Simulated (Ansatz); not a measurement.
Wavefunction ladder for C2H8AlNSi, SMILES `[CH3][Al]1[NH][SiH]1C`

```xyz
13

C    -2.766   -1.193    0.431
Al   -0.925   -0.681    0.065
N    -0.059    0.163   -1.239
Si    1.309   -0.158   -0.175
C     2.245    1.332    0.472
H    -3.441   -0.821   -0.344
H    -3.100   -0.798    1.395
H    -2.865   -2.281    0.476
H    -0.087    0.610   -2.144
H     2.344   -1.078   -0.748
H     2.808    1.811   -0.335
H     2.964    1.024    1.237
H     1.572    2.071    0.910
```

The species carries charge 0 and has multiplicity 1. The structure was optimised at the PBE0-D4/def2-TZVP level. Frozen core, restricted reference, Ansatz. CBS rows extrapolate triple and quadruple zeta; past MP2 they add the triple-zeta difference.

```tsv
basis	HF (Eh)	MP2 corr.	CCSD corr.	(T)	CCSD(T) total
def2-TZVPP	-665.78999	-0.76133	-0.81097	-0.03436	-666.63532
def2-QZVPP	-665.81243	?	–	–	–
CBS(def2)	?	?	?	as TZ	?
```

Fill in the withheld values. (Best estimate.)

The calculation gave: def2-QZVPP MP2 corr.: -0.81279; CBS(def2) HF (Eh): -665.81553; CBS(def2) MP2 corr.: -0.85091; CBS(def2) CCSD corr.: -0.90055; CBS(def2) CCSD(T) total: -666.75044.
